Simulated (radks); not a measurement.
The lead ion Pb3+, 79 electrons, occupied as [Xe] 4f14 5d10 6s1 (the NIST ground configuration). All-electron calculation, scalar-relativistic Kohn-Sham, BLYP, spin-polarised, spherical densities, point nucleus; open shells are filled with parallel spins first (spin-orbit coupling, left out, can overturn this in heavy ions). Program: a radial shooting solver on a logarithmic mesh with Libxc functionals.

X-ray form factor f0, the Fourier transform of the density (f0(0) = 79):

sin(theta)/lambda (1/angstrom)  f0 (electrons)
0.05                                    78.282
0.1                                     76.252
0.15                                    73.228
0.2                                     69.605
0.25                                    65.739
0.3                                     61.896
0.4                                     54.838
0.5                                     48.900
0.6                                     43.986
0.8                                     36.268
1                                       30.214
1.25                                    24.261
1.5                                     19.988
2                                       15.244
